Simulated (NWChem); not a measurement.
Program: NWChem. System: F4Ge, charge 0, spin multiplicity 1, at a geometry optimised with PBE0/def2-SVP. The structure started from a generated list of species. Level: G0W0@BHandHLYP/def2-TZVP, RI basis def2-tzvp-rifit.

Part of the output:

```
             Northwest Computational Chemistry Package (NWChem) 7.3.0
             --------------------------------------------------------

                                NWChem Input Module
                                -------------------

 Scaling coordinates for geometry "geometry" by  1.889725989
 (inverse scale =  0.529177249)

 Turning off AUTOSYM since
 SYMMETRY directive was detected!

                             Geometry "geometry" -> ""
                             -------------------------

 Output coordinates in angstroms (scale by  1.889725989 to convert to a.u.)

  No.       Tag          Charge          X              Y              Z
 ---- ---------------- ---------- -------------- -------------- --------------
    1 F                    9.0000     0.00000000     1.38648400    -0.98038800
    2 Ge                  32.0000     0.00000000     0.00000000     0.00000000
    3 F                    9.0000     0.00000000    -1.38648400    -0.98038800
    4 F                    9.0000     1.38648400     0.00000000     0.98038700
    5 F                    9.0000    -1.38648400     0.00000000     0.98038700

 Effective nuclear repulsion energy (a.u.)     451.7450977367

            Nuclear Dipole moment (a.u.)
            ----------------------------
        X                 Y               Z
 ---------------- ---------------- ----------------
     0.0000000000     0.0000000000    -0.0000340151

      Symmetry information
      --------------------

 Group name             C2v
 Group number             16
 Group order               4
 No. of unique centers     3

      Symmetry unique atoms

     1    2    4


 Summary of "ao basis" -> "" (spherical)
 ------------------------------------------------------------------------------
       Tag                 Description            Shells   Functions and Types
 ---------------- ------------------------------  ------  ---------------------
 *                         def2-tzvp                  on all atoms

 new library libraries.bse/

 Summary of "ri basis" -> "" (spherical)
 ------------------------------------------------------------------------------
       Tag                 Description            Shells   Functions and Types
 ---------------- ------------------------------  ------  ---------------------
 *                      def2-tzvp-rifit               on all atoms

                                 NWChem DFT Module
                                 -----------------
[...]
   Bfn.  Coefficient  Atom+Function         Bfn.  Coefficient  Atom+Function
  ----- ------------  ---------------      ----- ------------  ---------------
    50      1.357402  2 Ge px               115     -0.530758  4 F  s
   146      0.530758  5 F  s                 47      0.383936  2 Ge px
   124      0.203645  4 F  pz               155     -0.203645  5 F  pz
    12     -0.192551  1 F  px                91     -0.192551  3 F  px
    41     -0.140453  2 Ge px                 6     -0.138943  1 F  px

 center of mass
 --------------
 x =   0.00000000 y =   0.00000000 z =  -0.00000048

 moments of inertia (a.u.)
 ------------------
         521.677751678490           0.000000000000           0.000000000000
           0.000000000000         521.677751678490           0.000000000000
           0.000000000000           0.000000000000         521.680273044094

     Multipole analysis of the density
     ---------------------------------

     L   x y z        total         alpha         beta         nuclear
     -   - - -        -----         -----         ----         -------
     0   0 0 0     -0.000000    -34.000000    -34.000000     68.000000

     1   1 0 0     -0.000000     -0.000000     -0.000000      0.000000
     1   0 1 0      0.000000      0.000000      0.000000      0.000000
     1   0 0 1      0.000002      0.000018      0.000018     -0.000034

     2   2 0 0    -28.221275    -75.893767    -75.893767    123.566260
     2   1 1 0      0.000000      0.000000      0.000000      0.000000
     2   1 0 1      0.000000      0.000000      0.000000      0.000000
     2   0 2 0    -28.221278    -75.893769    -75.893769    123.566260
     2   0 1 1      0.000000      0.000000      0.000000      0.000000
     2   0 0 2    -28.221226    -75.893146    -75.893146    123.565065

 Task  times  cpu:       26.7s     wall:       26.7s

                                NWChem Input Module
                                -------------------

                                 NWChem GW Module
                                 ----------------

                             ***********************
                             ***        GW       ***
                             ***********************

 Summary of "ri basis" -> "ri basis" (spherical)
 ------------------------------------------------------------------------------
       Tag                 Description            Shells   Functions and Types
 ---------------- ------------------------------  ------  ---------------------
 F                      def2-tzvp-rifit             22       76   8s6p4d3f1g
 Ge                     def2-tzvp-rifit             37      159   10s9p8d5f4g1h

                 Memory Information
                 ------------------
          Available GA per process is          1699.8 MBs
          Available stack per process is        700.0 MBs
          Available heap per process is           0.0 MBs

          Peak memory in Initialization
              Peak GA per process is                 23.6 MBs
              Peak stack per process is               0.3 MBs
              Peak heap per process is               24.6 MBs
              Memory not in MA per process            0.0 MBs

          Peak memory in CDGW Calculation
              Peak GA per process is                 27.2 MBs
              Peak stack per process is               3.3 MBs
              Peak heap per process is                3.8 MBs
              Memory not in MA per process            0.0 MBs

          Computing 2-center integrals
          Computing Inverse Cholesky factor
          Computing 3-center integrals
          Computing Vxc

          Computing Sigma_x
          Computing W(iw) on the imaginary grid
          Solving quasiparticle equations

                  Alpha Orbitals
          State     Energy (eV)     Error (eV)
          -----------------------------------
@GW        31        -16.254           0.002
@GW        32        -15.929           0.002
@GW        33        -15.929           0.002
@GW        34        -15.929           0.003
@GW        35          1.204           0.005
@GW        36          4.218           0.004

     GW Timing Statistics
   ------------------------
   Init.   :          0.3s
     ERIs  :          5.2s
     Distr.:          0.1s
     Vxc   :          3.1s
   Vmo     :          0.0s
   iW      :          7.9s
   I_n     :          0.0s
   R_n     :          0.9s
   GW total:         17.5s

 Task  times  cpu:       17.5s     wall:       17.5s

 Total times  cpu:       44.2s     wall:       44.2s
```

### Question
Write an NWChem input that would produce this output.

### Answer
One answer among several that fit: 
```
start mol
memory heap 200 mb stack 700 mb global 1700 mb
geometry units angstroms nocenter noautoz
  F      0.000000     1.386484    -0.980388
  Ge     0.000000     0.000000     0.000000
  F      0.000000    -1.386484    -0.980388
  F      1.386484     0.000000     0.980387
  F     -1.386484     0.000000     0.980387
  symmetry group C2v
end
basis spherical
  * library def2-tzvp
end
basis "ri basis" bse spherical
  * library def2-tzvp-rifit
end
dft
  xc bhlyp
  iterations 100
  direct
  tolerances tight
end
task dft energy
gw
  method cdgw
  states alpha occ 4 vir 2
end
task dft gw
```
